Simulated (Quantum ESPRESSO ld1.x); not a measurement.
Values are calculated unless marked as measured or tabulated.
Coherent X-ray form factor from a spherical all-electron density. Level of theory: Dirac Kohn-Sham, revPBE, spin-unpolarised, spherical densities, point nucleus (ld1.x of Quantum ESPRESSO 7.5).

sin(theta)/lambda (1/angstrom),f0 (electrons)
0.05,28.917
0.1,28.672
0.15,28.273
0.2,27.733
0.25,27.068
0.3,26.298
0.4,24.520
0.5,22.554
0.6,20.527
0.8,16.645
1,13.318
1.25,10.170
1.5,8.084
2,5.974

The species is in the configuration that NIST lists as its ground one. Which atom or ion scatters so?

Answer. The technetium ion Tc14+, [Ar] 3d10 4s1. Extrapolating in s^2 from the first two rows gives f0(0) = 29.0, near the electron count 29; among species with that count, the fall with angle is slower the higher Z, and the table is that of Z = 43; from so few rows the species is fixed only to a neighbour or two.
